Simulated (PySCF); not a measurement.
Compound: C5H9NOSi.
Cartesian coordinates in Å at the GFN2-xTB level; atoms count from 1:
```
atom  x, y, z in Å
C1    -2.333    0.532    0.715
C2    -2.013   -0.242   -0.535
O3    -2.873   -0.710   -1.245
Si4   -0.159   -0.497   -0.975
C5     0.877   -1.464    0.257
C6     1.903   -0.724    0.656
C7     1.984    0.664    0.110
N8     0.751    0.917   -0.603
H9    -1.868    0.033    1.563
H10   -1.893    1.523    0.634
H11   -3.408    0.609    0.870
H12   -0.099   -1.030   -2.342
H13    0.735   -2.478    0.588
H14    2.677   -1.046    1.337
H15    2.863    0.749   -0.545
H16    2.109    1.394    0.921
H17    0.739    1.781   -1.118
```

The calculation used TDDFT wB97X-D/def2-SVPD, vertical, gas phase, core orbitals frozen in the response in PySCF 2.14.0, density-fitted response routines.

Transition dipole moments from the ground state, in atomic units and in the frame of the coordinates above (overall signs are arbitrary), for the states with f of 0.002 or more among the lowest 8:

```tsv
state	E (eV)	μx	μy	μz
S2	5.441	0.052	0.229	0.090
S3	5.795	-0.497	-0.209	-0.041
S4	6.376	-0.304	-0.015	0.008
S5	6.514	0.475	0.045	0.133
S6	6.593	0.016	-0.112	0.046
S7	6.768	0.074	-0.092	-0.086
S8	6.928	0.097	-0.002	0.112
```

**Question.** What oscillator strength does each state have?

**Answer.** f = (2/3) ΔE |μ|² with ΔE in hartree (27.2114 eV).

```csv
state,|μ|² (au),|μ| (D),f
S2,0.063,0.64,0.008
S3,0.292,1.37,0.041
S4,0.093,0.77,0.014
S5,0.246,1.26,0.039
S6,0.015,0.31,0.002
S7,0.021,0.37,0.004
S8,0.022,0.38,0.004
```

**Question.** Which bond between heavy atoms lies closest to the direction of the S3 transition dipole?

**Answer.** C5–C6, at 18° from it; next C2–O3 at 32°.

**Question.** What angle do the transition dipoles of S3 and S5 make?

**Answer.** |cos θ| = |μa·μb| / (|μa| |μb|) = 0.94, so θ ≈ 20° (taken between 0 and 90°, since the signs are arbitrary).

**Question.** What peak molar absorption coefficient would the strongest computed level give as a lone Gaussian band 0.4 eV wide at half height?

**Answer.** ε(max) = 2.175×10⁸ f / FWHM, with the width in cm⁻¹. S3: 2.175×10⁸ × 0.0415 / 3226 ≈ 2800 L mol⁻¹ cm⁻¹.

The run took 1.9 min of wall time on one thread of an Arm Neoverse N1, shared host with 64 logical CPUs at a one-minute load of 60, and the process peaked at 1.1 GiB of memory.

One conformer stands for the species.
